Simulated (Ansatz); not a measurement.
`BO[SiH2]Br` + `C#CO` → `C#CO[SiH2]Br` + `BO` at 400 K and 1 bar (ligand exchange at the Si–O bond).

Gas-phase electronic energies from Ansatz, PBE0-D4/def2-TZVP geometries. CCSD(T)/CBS is the MP2 limit (def2-TZVPP, def2-QZVPP) plus CCSD(T) − MP2 in def2-TZVPP, frozen cores. This one scheme is used for every species. For Br outer-core shells are correlated without core-valence functions, which leaves a few kJ/mol of doubt a bond. Scalar relativity is left out up to krypton. One conformer a species, not always the lowest.

```csv
species,CCSD(T)/CBS energy (Eh),H − E (kJ/mol),S (J/(mol·K))
`BO[SiH2]Br`,-2964.89003,145.0,366.9
`C#CO`,-152.38380,102.4,264.4
`C#CO[SiH2]Br`,-3015.47100,140.3,385.0
`BO`,-101.80414,108.2,244.0
```

H − E and S are ideal-gas, rigid-rotor, harmonic terms from PBE0-D4/def2-TZVP, for one conformer and one mirror image of each species. 1 Eh = 2625.50 kJ/mol, R = 8.31446 J/(mol·K).

Problem. By hand: ΔE, ΔH, ΔS and ΔG.

Solution. ΔE = (-3015.47100) + (-101.80414) − (-2964.89003) − (-152.38380) = -0.00131 Eh = -3.4 kJ/mol. Δ(H − E) = 140.3 + 108.2 − 145.0 − 102.4 = 1.1, so ΔH = -2.3 kJ/mol. ΔS = 385.0 + 244.0 − 366.9 − 264.4 = -2.3 J/(mol·K). ΔG = -2.3 − 400 × (-2.3)/1000 = -1.4 kJ/mol.

Problem. By hand: the equilibrium constant, and the temperature at which ΔG would vanish if ΔH and ΔS stayed fixed.

Solution. log₁₀ K = −ΔG/(RT ln 10) = 0.2. ΔG = 0 at ΔH/ΔS = 1000 K, though so small a ΔH makes that figure unsure.

TΔS isn't small against ΔH here. The sign of ΔG lies within the doubt. A doubt of 5 kJ/mol in ΔE shifts log₁₀ K by 0.7 here. Other conformers and mirror images would add mixing entropy, several J/(mol·K) or more a flexible species. Modes under 60 cm⁻¹, often nearly free rotors, make the harmonic entropy too high. These are equilibria of isolated gas molecules and say nothing of rates. Largest T1 diagnostic: 0.014 (customary marks: 0.02 for closed shells, 0.045 for open ones).
